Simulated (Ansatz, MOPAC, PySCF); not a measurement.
Gas-phase reaction in SMILES: C=N (CH3N) -> [N]=C (CH2N) + H atom (the H-N bond breaks)

Wanted: bond dissociation energy (enthalpy at 298 K), in kcal/mol. Terms: dispersion terms only where a functional's name holds one; six Cartesian d functions in 6-31G* and its kin unless marked 5d; non-relativistic; spin-orbit terms left out; LANL2DZ all-electron up to Ne; valence correlation only; open shells spin-unrestricted. Ab initio and DFT rows: single points at B3LYP-D3(BJ) geometries (Ansatz, a quantum-chemistry and plane-wave program), with unscaled harmonic terms from B3LYP/6-31G* at its own minima. Semi-empirical rows: MOPAC heats of formation at their own minima for 298 K. A UHF reference is markedly spin-contaminated in at least one set, which strains HF and MP2.

Measured values: Active Thermochemical Tables 1.112 (ions: stationary electron), as tabulated in the package chemicals; they hold spin-orbit and core effects, anharmonicity. 

Value to compare with, the measured value: 87.9 kcal/mol.

| level | program | bond dissociation energy (enthalpy at 298 K) (kcal/mol) | error |
|---|---|---|---|
| PM3 | MOPAC | 80.6 | -7.3 |
| HF/LANL2DZ | Ansatz | 52.2 | -35.7 |
| PBE/LANL2DZ | Ansatz | 83.4 | -4.5 |
| BP86/def2-SVP | PySCF | 86.2 | -1.7 |
| BP86/6-31G* (5d) | PySCF | 85.4 | -2.5 |
| B3LYP/6-31G* | Ansatz | 83.0 | -4.9 |
| B3LYP/def2-SVP | Ansatz | 84.2 | -3.7 |
| MP2/6-31G* | Ansatz | 84.0 | -3.9 |
| B3PW91/6-31G* (5d) | PySCF | 82.9 | -5.0 |
| wB97X-V/def2-TZVPD | Ansatz | 85.8 | -2.1 |
| B2PLYP-D3(BJ)/def2-TZVPD | Ansatz + dftd3 | 85.6 | -2.3 |

Among the 9 habitual levels, HF/LANL2DZ lies farthest from the measured value (-35.7 kcal/mol); 0 of 9 lie above it, and their mean absolute error is 7.7 kcal/mol, the median 4.5. One case shows no general order.

The levels are drawn from those run, B3LYP/6-31G* more often than the rest, none by its result; runs whose electronic state is in doubt are left out.
